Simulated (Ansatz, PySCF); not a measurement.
This PySCF input computes a B3LYP/def2-TZVPD energy:

```python
from pyscf import gto, scf, dft

mol = gto.M(
    atom='''
    Ga   -0.00000000   -0.00000000   -1.65171333
    I     0.00000000    0.00000000    0.96609648
    ''',
    basis='def2-tzvpd',
    ecp='def2-tzvp',
    charge=0,
    spin=0,
    verbose=4,
)

mf = dft.RKS(mol, xc='b3lyp').density_fit(auxbasis='def2-universal-jkfit')
mf.grids.level = 3
mf.conv_tol = 1e-9
mf.max_cycle = 100
mf.max_memory = 1500
mf.kernel()
if not mf.converged:
    mf = mf.newton()
    mf.kernel(mf.make_rdm1())
mf.analyze()
```

Q: Write an input for the same energy in Ansatz (a quantum-chemistry and plane-wave program) and say what it gives.

A: 
Ansatz 0.2 input:
```yaml
crystal:
  periodic: [false, false, false]
  atoms:
    - {symbol: Ga, position_ang: [-0.00000000, -0.00000000, -1.65171333]}
    - {symbol: I, position_ang: [0.00000000, 0.00000000, 0.96609648]}
basis:
  gaussian:
    orbitals: def2-TZVPD
hamiltonian:
  xc: {name: B3LYP}
output: {forces: true}
```
It gives -2222.77562 Eh, and PySCF -2222.77566 Eh, a difference of 0.04 mEh, from the treatment of integrals and grids.
